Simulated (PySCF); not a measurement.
SnCl₃I, SMILES [Sn]([Cl])([Cl])([Cl])[I]. Atoms are numbered in the order given.

```xyz
5

Cl    -1.8806    -1.0857     1.4647
Sn     0.0000     0.0000     0.6379
Cl     1.8806    -1.0857     1.4647
Cl     0.0000     2.1715     1.4647
I      0.0000     0.0000    -2.0112
```

Geometry optimised at PBE0-D3(BJ)/def2-SVP. The structure was generated by enumeration; whether it is a known compound was not checked. The def2 effective core potentials stand for the cores of I, Sn; spin–orbit coupling is left out.

These are PBE/def2-TZVP (PySCF) values and carry that method's errors.

Symmetry labels are those of the subgroup Cs that the program uses (full group C3v).

Task: List the valence orbital energies around the gap with their symmetry. (The exact figures need the calculation; the answer reports its results.)

Result: 
```csv
orbital,symmetry,energy (eV)
HOMO−7,A',-8.48
HOMO−6,A",-8.48
HOMO−5,A",-8.28
HOMO−4,A',-8.28
HOMO−3,A',-8.25
HOMO−2,A",-8.10
HOMO−1,A',-7.41
HOMO,A",-7.41
LUMO,A',-4.36
LUMO+1,A",-1.34
LUMO+2,A',-1.34
LUMO+3,A',-1.22
```
